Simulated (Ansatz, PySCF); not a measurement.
AsH3 (SMILES [AsH3]) and HI (SMILES I) are pulled apart as rigid monomers along the line of their centres of mass, from the B3LYP-D3(BJ)/def2-TZVP minimum. Starting geometry (charge 0, multiplicity 1):
| atom | x (Å) | y (Å) | z (Å) |
|---|---|---|---|
| As | 0.0328 | 0.5840 | 0.3723 |
| H | -0.7731 | 1.7791 | -0.1156 |
| H | -0.2260 | -0.2164 | -0.8959 |
| H | 1.3454 | 1.1482 | -0.1517 |
| I | -0.3916 | -1.0699 | 4.3497 |
| H | -0.2329 | -0.4502 | 2.8538 |

Interaction energies with rigid monomers; basis-set methods are counterpoise corrected unless marked otherwise.

Cores are frozen in the correlated methods. Filled d and f shells under p-block atoms count as core.

Codes used: Ansatz (Gaussian basis) for Hartree–Fock, density functionals and correlated methods; PySCF for the dispersion terms. Each number belongs to the level named beside it. In def2 rows elements past Kr take small-core potentials, without spin–orbit coupling.

```tsv
As1···H6 (Å)	PBE0-D3(BJ)/def2-TZVPPD (kcal/mol)	MP2/def2-SVPD (kcal/mol)	SCS-MP2/def2-TZVPPD (kcal/mol)	CCSD/def2-TZVPPD (kcal/mol)	CCSD(T)/def2-TZVPPD (kcal/mol)
2.43	-2.47	-0.38	___	0.62	0.05
2.70	-2.70	-1.52	-0.95	-0.79	-1.16
3.11	-2.15	-1.68	-1.28	-1.21	-1.41
3.78	-1.14	-1.02	-0.84	-0.81	___
4.86	-0.38	-0.37	-0.31	-0.30	-0.32
```

Complete the blanks.


- 3.78, CCSD(T)/def2-TZVPPD (kcal/mol): -0.89
- 2.43, SCS-MP2/def2-TZVPPD (kcal/mol): 0.34

Ansatz is an electronic-structure program.
